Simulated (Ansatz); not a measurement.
`[NH2][Ga]([NH2])[SH]` + `F[SiH2][SiH2]F` → `[NH2][Ga]([F])[SH]` + `N[SiH2][SiH2]F`  (redistribution)

Program: Ansatz. Geometries: PBE0-D4/def2-TZVP. ΔE: electronic, gas phase. CCSD(T)/CBS adds triple-zeta CCSD(T) − MP2 to the extrapolated MP2 energy (def2 sets, frozen cores). This one scheme is used for every species. Functionals use def2-TZVPP. B3LYP here is the variant with VWN-RPA as its local correlation; programs differ in this. For Ga outer-core shells are correlated without core-valence functions, which leaves a few kJ/mol of doubt a bond. Scalar relativity is left out up to krypton. One conformer a species, not always the lowest.

```
         level  ΔE (kcal/mol)  difference from CCSD(T)/CBS
     r2SCAN-D4            4.1                         -2.7
       PBE0-D4            4.0                         -2.8
       ωB97X-V            4.3                         -2.5
       ωB97M-V            4.4                         -2.4
        r2SCAN            4.1                         -2.7
         B3LYP            4.5                         -2.3
 HF/def2-TZVPP            5.3                         -1.5
MP2/def2-TZVPP            5.6                         -1.2
MP2/def2-QZVPP            6.5                         -0.3
CCSD/CBS(def2)            6.9                          0.1
   CCSD(T)/CBS            6.8                            0
```

Largest T1 diagnostic among the species: 0.013.
